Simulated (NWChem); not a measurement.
Molecule: SbHCl$_{2}$; SMILES [SbH]([Cl])[Cl]

Computed with NWChem. STO-3G and 3-21G are far too small for this property and stand as cheap habits. All runs use the structure optimised with PBE-D3(BJ)/def2-SVP. def2 effective core potentials on Sb; no spin-orbit coupling. Field at 589 nm.

For level B3LYP/def2-SVP (core potentials):

```yaml
isotropic polarisability (bohr³): 56.5
anisotropy (bohr³): 24.0
```

How do the values read with level B3LYP/STO-3G (all-electron, non-relativistic) instead?


| Item | Value |
|---|---|
| isotropic polarisability (bohr³) | 31.4 |
| anisotropy (bohr³) | 29.8 |
